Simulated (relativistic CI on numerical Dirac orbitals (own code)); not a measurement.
## Ligand-field terms of d6

Computed with a parametric ligand-field model of a d^n configuration (Racah B and C, spin-orbit zeta, crystal field), exact diagonalisation.

Field parameters in Wybourne normalisation: Oh B⁴₀ = 21Dq, B⁴₄ = √(5/14) B⁴₀; Td as Oh with Dq negative (B⁴₀ = 21Dq, B⁴₄ = √(5/14) B⁴₀). The field is a parameter set, without covalency.

Problem. A d6 ion in Oh symmetry has the ground term 1A1 and bands at 3T1 24398 cm⁻¹ (410 nm), 3T2 27353 cm⁻¹ (366 nm), 1T1 27668 cm⁻¹ (361 nm), 1T2 33582 cm⁻¹ (298 nm), 5T2 43800 cm⁻¹ (228 nm), 1T2 56044 cm⁻¹ (178 nm), 1E 56256 cm⁻¹ (178 nm). Which parameters reproduce them?

Solution. B = 400, C = 1560, ζ = 0 cm⁻¹, Oh, 10Dq = 28900 cm⁻¹.

Problem. Ground term and bands for B = 500, C = 1940, ζ = 0 cm⁻¹, Oh, 10Dq = 4400 cm⁻¹?

Solution. Ground term 5T2 with 2.00 electrons in the two orbitals of the cubic e set. Spin-allowed: 5E 4400 cm⁻¹ (2273 nm). Lowest spin-forbidden: 3T1 6563 cm⁻¹ (1524 nm), 1A1 7392 cm⁻¹ (1353 nm), 3T2 8383 cm⁻¹ (1193 nm).

Problem. Ground term and bands for B = 590, C = 2530, ζ = 0 cm⁻¹, Oh, 10Dq = 28250 cm⁻¹?

Solution. Ground term 1A1 with 0.02 electrons in the two orbitals of the cubic e set. Spin-allowed: 1T1 26428 cm⁻¹ (378 nm), 1T2 34746 cm⁻¹ (288 nm), 1T2 53904 cm⁻¹ (186 nm), 1E 54289 cm⁻¹ (184 nm). Lowest spin-forbidden: 3T1 21074 cm⁻¹ (475 nm), 3T2 25203 cm⁻¹ (397 nm), 5T2 34367 cm⁻¹ (291 nm).

Problem. Ground term and bands for B = 1040, C = 4710, ζ = 0 cm⁻¹, Td, 10Dq = -3000 cm⁻¹?

Solution. Ground term 5E with 3.00 electrons in the two orbitals of the cubic e set. Spin-allowed: 5T2 3000 cm⁻¹. Lowest spin-forbidden: 3T1 22068 cm⁻¹ (453 nm), 3E 23430 cm⁻¹ (427 nm), 3T2 24854 cm⁻¹ (402 nm).

Problem. A d6 ion in Oh symmetry has the ground term 1A1 and bands at 3T1 8898 cm⁻¹ (1124 nm), 5T2 9176 cm⁻¹ (1090 nm), 3T2 13233 cm⁻¹ (756 nm), 1T1 15009 cm⁻¹ (666 nm), 1T2 23732 cm⁻¹ (421 nm), 1E 31405 cm⁻¹ (318 nm), 1T2 31603 cm⁻¹ (316 nm). Which parameters reproduce them?

Solution. B = 730, C = 2780, ζ = 0 cm⁻¹, Oh, 10Dq = 16650 cm⁻¹.
